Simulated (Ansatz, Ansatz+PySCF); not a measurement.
```yaml
atoms:
  - { symbol: H, position_ang: [0.0000, 0.0000, -1.3959] }
  - { symbol: Cl, position_ang: [0.0000, 0.0000, 0.0821] }
```

Basis set: 6-31G (spherical functions). Frozen core: 5 orbitals. Charge 0, multiplicity 1.

Computed with Ansatz (development build ahead of 0.2.0); each method stands on the lowest determinant of its kind that the runs found. Restricted open shells among the atoms or ions are ROHF, correlated in semicanonical orbitals with singles. Restricted functionals stand beside restricted open-shell atoms, which can lie above the unrestricted atoms usual in DFT and then raise those values.

The atomization energy at this shape (free ground-state atoms in the same class of orbitals less the molecule, no zero-point energy) of singlet HCl:

```json
{"method": "PBE0 (restricted)", "atomization energy": "3.63 eV"}
{"method": "RHF-MP2", "atomization energy": "2.99 eV"}
{"method": "RHF", "atomization energy": "2.24 eV"}
```

Problem. What does RHF-CCSD(T) give?

Solution. 3.16 eV. Caution: the shape is not the minimum.

This basis has no polarisation functions and is too small for such energies, which can lie far from measured ones in either direction.
